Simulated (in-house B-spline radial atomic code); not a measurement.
Configurations of the aluminium ion Al⁸⁺, with energies counted from [He] 2s2 2p1. Level of theory: Dirac-Hartree-Fock, average of configuration, Fermi nucleus of rms radius 3.061 fm; calculated with a radial B-spline atomic code at the basis-set limit. Energies include first-order Breit, QED and recoil terms.

| configuration | E - E(ref) (eV) | highest orbital | its <r> (bohr) |
| --- | --- | --- | --- |
| [He] 2s1 2p2 | 27.112 | 2p3/2 | 0.4757 |
| [He] 2s2 3p1 | 196.42 | 3p3/2 | 1.27 |
| [He] 2s2 3d1 | 204.17 | 3d5/2 | 1.118 |
| [He] 2s1 2p1 3d1 | 224.93 | 3d5/2 | 1.122 |
| [He] 2s2 4s1 | 253.06 | 4s1/2 | 2.392 |
| [He] 2s1 2p1 4f1 | 281.55 | 4f7/2 | 1.993 |
| [He] 2s2 5s1 | 281.97 | 5s1/2 | 3.821 |
| [He] 2s2 5p1 | 283.8 | 5p3/2 | 3.86 |
| [He] 2s2 6g1 | 299.49 | 6g9/2 | 4.888 |
| [He] 2s1 2p1 5d1 | 305.75 | 5d5/2 | 3.766 |
| [He] 2s1 2p1 5g1 | 306.45 | 5g9/2 | 3.055 |

Question: Order these further configurations by energy, lowest first.
A. [He] 2s1 2p1 4d1
B. [He] 2s2 6f1
C. [He] 2s1 2p1 6d1
D. [He] 2s2 4d1
E. [He] 2s2 5g1

Answer: D (259.72 eV), A (280.29 eV), E (286.02 eV), B (299.44 eV), C (319.51 eV).

Question: How far above the reference does [He] 2s1 2p1 5f1 lie?

Answer: 306.37 eV; its least bound orbital is 5f7/2 with <r> = 3.49 bohr.

Question: How far above the reference does [He] 2s2 4f1 lie?

Answer: 261.1 eV; its least bound orbital is 4f7/2 with <r> = 1.992 bohr.

Question: How far above the reference does [He] 2s2 6s1 lie?

Answer: 297.19 eV; its least bound orbital is 6s1/2 with <r> = 5.584 bohr.
